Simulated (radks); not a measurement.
All-electron atom: the rhodium ion Rh4+ in [Kr] 4d5. Calculated with a radial shooting solver on a logarithmic mesh with Libxc functionals: Dirac Kohn-Sham, PBE, spin-unpolarised, spherical densities, point nucleus; open shells are shared between the two j in proportion to 2j + 1.

Spin-orbit splittings of the eigenvalues, e(l+1/2) - e(l-1/2), with zeta = 2 splitting/(2l+1) and mean radii in bohr:

shell  occ.  splitting (eV)  zeta (eV)  <r> j=l-1/2  <r> j=l+1/2
2p        6           144.6      96.41       0.1203       0.1252
3p        6           24.90      16.60       0.3829       0.3936
3d       10           4.913      1.965       0.3681       0.3716
4p        6           4.113      2.742        1.034        1.061
4d        5          0.5380     0.2152        1.301        1.311
